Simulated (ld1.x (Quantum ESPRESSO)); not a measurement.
Scattering properties, TM potential for Be

| Item | Value |
| --- | --- |
| Element | beryllium |
| Generator | ld1.x (Quantum ESPRESSO) 7.5 |
| Type | norm-conserving Troullier–Martins (Kleinman–Bylander form) |
| Functional | PBE |
| Relativity | scalar-relativistic |
| Frozen core | [He] |
| Valence charge | 2 |
| Reference configuration | 2s2 2p0 |
| Partial waves | 2s (bound): rc 1.45 bohr; 2p (bound, empty): rc 4.20 bohr |
| Local potential | all-electron potential smoothed inside 3.00 bohr (lloc = -1) |
| Core correction | a·sin(br)/r model core inside 1.30 bohr |

The phase is arctan(r·u′/u) with u = r·R(r), unwrapped; energies in Ry, scanned from -2 to 5 Ry. A pole is an energy at which the radial function vanishes at the test radius. The pseudo phase is shifted by a multiple of π to meet the all-electron one at the reference energy, and phase errors are pseudo minus all-electron; the curves can meet again beyond the range given. Levels narrower than the energy grid can be missing from the lists of poles.

For each channel, where are the poles, and over which energies does the pseudopotential scatter like the atom?

```
channel  radius (bohr)  reference energy (Ry)  poles, all-electron      poles, pseudo  unbroken range about the reference energy with phases within 0.05 rad  phase error 1 Ry above the reference energy (rad)
      s           4.57                  -0.41    -0.32, 1.46, 4.32  -0.32, 1.47, 4.34                                                              below 2.5                                             +0.014
      p           4.57                  -0.15    -0.00, 1.51, 4.03  -0.00, 1.75, 4.81                                                              below 0.4                                             +0.213
```

Phases in the s channel:

```tsv
E (Ry)	all-electron	pseudo
-2.00	1.407	1.407
-1.52	1.377	1.377
-1.04	1.319	1.319
-0.56	0.943	0.943
-0.08	-1.809	-1.809
0.40	-2.607	-2.598
0.88	-4.467	-4.463
1.36	-4.687	-4.685
1.84	-4.795	-4.791
2.32	-4.964	-4.950
2.80	-6.656	-6.440
3.28	-7.669	-7.656
3.76	-7.790	-7.785
4.24	-7.846	-7.844
4.72	-7.892	-7.891
```
